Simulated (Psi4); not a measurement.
C$_{3}$H$_{3}$, doublet, geometry from GFN2-xTB; WB97X/STO-3G (Psi4).

The Psi4 input:
```
memory 2 GB

molecule mol {
0 2
  C     0.001404   -0.018997    0.109188
  C     0.016848   -0.227990    1.310390
  C    -0.015720    0.212717   -1.222609
  H     0.030126   -0.407665    2.343087
  H     0.899848    0.246266   -1.784816
  H    -0.945169    0.367019   -1.740084
}

set basis sto-3g
set reference uks

energy('wb97x')
print_variables()
```

Output, abridged:

```
   => Loading Basis Set <=

    Name: STO-3G
    Role: ORBITAL
    Keyword: BASIS

         ---------------------------------------------------------
                                   SCF
               by Justin Turney, Rob Parrish, Andy Simmonett
                          and Daniel G. A. Smith
                              UKS Reference
         ---------------------------------------------------------

  ==> Geometry <==

    Molecular point group: c1
    Full point group: C1

    Geometry (in Angstrom), charge = 0, multiplicity = 2:

       Center              X                  Y                   Z               Mass
    ------------   -----------------  -----------------  -----------------  -----------------
         C            0.001017819666    -0.013769095095     0.079140258934    12.000000000000
         C            0.016461819666    -0.222762095095     1.280342258934    12.000000000000
         C           -0.016106180334     0.217944904905    -1.252656741066    12.000000000000
         H            0.029739819666    -0.402437095095     2.313039258934     1.007825032230
         H            0.899461819666     0.251493904905    -1.814863741066     1.007825032230
         H           -0.945555180334     0.372246904905    -1.770131741066     1.007825032230

  Running in c1 symmetry.

  Rotational constants: A =      9.77980  B =      0.32431  C =      0.31390 [cm^-1]
  Rotational constants: A = 293191.16489  B =   9722.56318  C =   9410.49995 [MHz]
  Nuclear repulsion =   53.828603825440005

  Charge       = 0
  Multiplicity = 2
  Electrons    = 21
  Nalpha       = 11
  Nbeta        = 10

  ==> Algorithm <==

  SCF Algorithm Type is DF.
  DIIS enabled.
  MOM disabled.
  Fractional occupation disabled.
  Guess Type is SAD.
  Energy threshold   = 1.00e-06
  Density threshold  = 1.00e-06
  Integral threshold = 1.00e-12

  ==> Primary Basis <==

  Basis Set: STO-3G
    Blend: STO-3G
    Number of shells: 12
    Number of basis functions: 18
    Number of Cartesian functions: 18
    Spherical Harmonics?: true
    Max angular momentum: 1

  ==> DFT Potential <==

   => LibXC <=

    Version 7.1.2
    S. Lehtola, C. Steigemann, M. J. T. Oliveira, and M. A. L. Marques,  SoftwareX 7, 1–5 (2018) (10.1016/j.softx.2017.11.002)

   => Composite Functional: WB97X <=

    wB97X Hyb-GGA Exchange-Correlation Functional

    J.-D. Chai and M. Head-Gordon,  J. Chem. Phys. 128, 084106 (2008) (10.1063/1.2834918)

    Deriv               =              1
    GGA                 =           TRUE
    Meta                =          FALSE

    Exchange Hybrid     =           TRUE
    MP2 Hybrid          =          FALSE

   => Exchange-Correlation Functionals <=

    1.0000   wB97X range-separated functional

   => Exact (HF) Exchange <=

    0.8423            HF,LR [omega = 0.3000]
    0.1577               HF

   => LibXC Density Thresholds  <==

    XC_HYB_GGA_XC_WB97X:  1.00E-14

   => Molecular Quadrature <=

    Radial Scheme          =       TREUTLER
    Pruning Scheme         =           NONE
    Nuclear Scheme         =       TREUTLER

    Blocking Scheme        =         OCTREE
    BS radius alpha        =              1
    Pruning alpha          =              1
    Radial Points          =             75
    Spherical Points       =            302
    Total Points           =         128428
    Total Blocks           =           1032
    Max Points             =            256
    Max Functions          =             18
    Weights Tolerance      =       1.00E-15

   => Loading Basis Set <=

    Name: (STO-3G AUX)
    Role: JKFIT
    Keyword: DF_BASIS_SCF

  ==> Integral Setup <==

  SCF_SUBTYPE=INCORE selected. In-core MEM_DF algorithm will be used.
  Using in-core AOs.

  ==> MemDFJK: Density-Fitted J/K Matrices <==

    J tasked:                   Yes
    K tasked:                   Yes
    wK tasked:                  Yes
    Omega:                3.000E-01
    Algorithm:                 Core
[...]

   -------------------------
    Irrep   Nso     Nmo
   -------------------------
     A         18      18
   -------------------------
    Total      18      18
   -------------------------

  ==> Iterations <==

                           Total Energy        Delta E     RMS |[F,P]|

   @DF-UKS iter SAD:  -112.77555860716049   -1.12776e+02   0.00000e+00
   @DF-UKS iter   1:  -114.51846803946341   -1.74291e+00   4.35371e-03 ADIIS/DIIS
   @DF-UKS iter   2:  -114.52518590807703   -6.71787e-03   2.89202e-03 ADIIS/DIIS
   @DF-UKS iter   3:  -114.52733313314751   -2.14723e-03   1.71277e-03 ADIIS/DIIS
   @DF-UKS iter   4:  -114.52857399390949   -1.24086e-03   7.10936e-04 ADIIS/DIIS
   @DF-UKS iter   5:  -114.52885039440802   -2.76400e-04   2.81952e-04 ADIIS/DIIS
   @DF-UKS iter   6:  -114.52894466425855   -9.42699e-05   1.32269e-04 ADIIS/DIIS
   @DF-UKS iter   7:  -114.52897614016318   -3.14759e-05   5.10681e-05 DIIS
   @DF-UKS iter   8:  -114.52898127036784   -5.13020e-06   1.25289e-05 DIIS
   @DF-UKS iter   9:  -114.52898145321812   -1.82850e-07   5.63000e-06 DIIS
   @DF-UKS iter  10:  -114.52898150596337   -5.27452e-08   1.77854e-06 DIIS
   @DF-UKS iter  11:  -114.52898151138002   -5.41665e-09   4.06552e-07 DIIS
  Energy and wave function converged.

  ==> Post-Iterations <==

   Electrons on quadrature grid:
      Nalpha   =   11.0000012077 ; deviation = 1.208e-06
      Nbeta    =   10.0000015393 ; deviation = 1.539e-06
      Ntotal   =   21.0000027471 ; deviation = 2.747e-06

   @Spin Contamination Metric:   4.601218814E-02
   @S^2 Expected:                7.500000000E-01
   @S^2 Observed:                7.960121881E-01
   @S   Expected:                5.000000000E-01
   @S   Observed:                5.000000000E-01

    Orbital Energies [Eh]
    ---------------------

    Alpha Occupied:

[...]
    Alpha Virtual:

[...]
      18A      1.255315

    Beta Occupied:

[...]
      10A     -0.316428

    Beta Virtual:

[...]
    Final Occupation by Irrep:
              A
    DOCC [    10 ]
    SOCC [     1 ]
    NA   [    11 ]
    NB   [    10 ]

  @DF-UKS Final Energy:  -114.52898151138002

   => Energetics <=

    Nuclear Repulsion Energy =             53.8286038254400054
    One-Electron Energy =                -260.1316788612624009
    Two-Electron Energy =                 103.7423591881001244
    DFT Exchange-Correlation Energy =     -11.9682656636577658
    Empirical Dispersion Energy =           0.0000000000000000
    VV10 Nonlocal Energy =                  0.0000000000000000
    Total Energy =                       -114.5289815113800245

  UHF NO Occupations:
  HONO-2 :    9  A 1.9965506
  HONO-1 :   10  A 1.9821325
  HONO-0 :   11  A 1.0000000
  LUNO+0 :   12  A 0.0178675
  LUNO+1 :   13  A 0.0034494
  LUNO+2 :   14  A 0.0007412
  LUNO+3 :   15  A 0.0004376

Computation Completed

Properties will be evaluated at   0.000000,   0.000000,   0.000000 [a0]

Properties computed using the SCF density matrix

 Multipole Moments:

 ------------------------------------------------------------------------------------
     Multipole            Electronic (a.u.)      Nuclear  (a.u.)        Total (a.u.)
 ------------------------------------------------------------------------------------

 L = 1.  Multiply by 2.5417464519 to convert [e a0] to [Debye]
 Dipole X            :          0.0154532           -0.0153309            0.0001223
 Dipole Y            :         -0.2091184            0.2074655           -0.0016529
 Dipole Z            :          1.2019221           -1.1924201            0.0095019
 Magnitude           :                                                    0.0096454

 ------------------------------------------------------------------------------------

  Variable Map:
  ----------------------------------------------------------------------------
[...]
  Array Variable Map:
  ----------------------------------------------------------------------------
[...]
[...]
```
